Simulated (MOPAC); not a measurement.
MOPAC input (AM1):

```
AM1 FORCE THERMO(298,298) PRECISE LET GEO-OK AUX(PRECISION=9) THREADS=1
HAl

Al    0.00000000 1    0.00000000 1   -0.01852581 1
H     0.00000000 1   -0.00000000 1    1.44304370 1
```

Task: Which zero-point energy does it print?

Result: 2.73 kcal/mol, from the harmonic wavenumbers of AM1.
